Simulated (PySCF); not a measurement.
C₆H₆F₄: full NMR table

- Formula: C6H6F4
- SMILES: C=C(C)/C(F)=C/C(F)(F)F
- Degrees of unsaturation: 2
- Carbon signals: 6
- Proton signals: 4

Numbering as in the mapped SMILES `[CH2:1]=[C:2]([CH3:3])/[C:4]([F:5])=[CH:6]/[C:7]([F:8])([F:9])[F:10]`. Each H is labelled by its parent atom. Ha(C1) is cis to C3; Hb(C1) is trans to C3.

[PySCF: NMR shieldings at PBE0/pcSseg-1/GIAO; geometry: GFN2-xTB; fast rotation and ring inversion assumed for equivalent nuclei; non-relativistic; no solvent; a single conformation]

Shifts are taken against calculated references (same method and geometry level): 1H (σ = 31.72 ppm) and 13C (σ = 186.93 ppm) vs TMS; CFCl3 for 19F (σ = 170.95 ppm).

| carbon | δC, type | δH (multiplicity) | HMBC from (2–3 bonds) | span of the C tensor (ppm) |
| --- | --- | --- | --- | --- |
| C1 | 129.3, CH2 | Ha(C1) 5.83 (m); Hb(C1) 6.29 (m) | H(C3) | 212 |
| C2 | 141.7, C | – | Hb(C1), Ha(C1), H(C6), H(C3) | 222 |
| C3 | 20.5, CH3 | 1.96 (s) | Hb(C1), Ha(C1) | 33 |
| C4 | 174.9, C | – | Hb(C1), Ha(C1), H(C6), H(C3) | 160 |
| C6 | 105.8, CH | 5.27 (m) | – | 138 |
| C7 | 132.4, C | – | H(C6) | 6 |

Other nuclei:
| atoms | nucleus | environment | δ (ppm) | σ (ppm) |
| --- | --- | --- | --- | --- |
| F8/F9/F10 | 19F | fluorine of a CF3 group | -70.9 | 241.8 |
| F5 | 19F | vinylic fluorine | -104.9 | 275.8 |

1. Carbon types of the structure: 3 × C, 1 × CH, 1 × CH2, 1 × CH3, which accounts for all hydrogens.
2. δC 174.9, 141.7: fully substituted alkene carbon.
3. δC 132.4: CF3 carbon; 3 electronegative neighbours deshield it.
4. δC 129.3: terminal =CH2 carbon; as expected for a trigonal carbon in a double bond.
5. δC 105.8: alkene CH; as expected for a trigonal carbon in a double bond.
6. δH 6.29, 5.83: hydrogen on a terminal =CH2 carbon; a vinylic proton, deshielded by the sp2 carbon and the C=C anisotropy.

Splittings by 19F in the carbon and heteronuclear signals aren't shown, as no couplings were computed. Shifts are as computed. Against solution values, carbons near 30 ppm lie about +3 ppm off and those near 130 ppm about +5 ppm. Of 1211 compounds with measured shifts, 218 miss one by over three times the rms of a fit or turn the order of signals round; such compounds aren't used in these exercises. Unscaled 19F shifts against computed CFCl3 carry errors that often reach 10 to 50 ppm. No couplings were computed; multiplicities are counted from neighbouring protons, with m where these are inequivalent, close in shift, in a saturated or five-membered ring or joined by F or P, and br s for small geminal =CH2 splittings.
